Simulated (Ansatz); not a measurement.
Reactions of `CSC(C)S`.

Computed with Ansatz on PBE0-D4/def2-TZVP structures; ΔE is electronic, products minus reactants. CCSD(T)/CBS adds triple-zeta CCSD(T) − MP2 to the extrapolated MP2 energy (def2 sets, frozen cores). This one scheme is used for every species. Elements past krypton have def2 core potentials. For Br, In outer-core shells are correlated without core-valence functions, which leaves a few kJ/mol of doubt a bond. Scalar relativity is left out up to krypton. Each species was taken in one conformer, which may not be the lowest.

Problem. Order these by ΔE at CCSD(T)/CBS, lowest first. (An estimate is asked.)
A. `CSC(C)S` + H₂ → `CCSC` + H₂S
B. `CSC(C)S` + `[OH][In]([OH])[Br]` → `C[O][In]([OH])[Br]` + `CSCS`
C. `CSC(C)S` + CH₃OH → `COC(C)S` + CH₃SH

Solution. A (-0.69 eV), C (+0.13 eV), B (+0.68 eV).

Largest T1 diagnostic: 0.015, for `C[O][In]([OH])[Br]`.
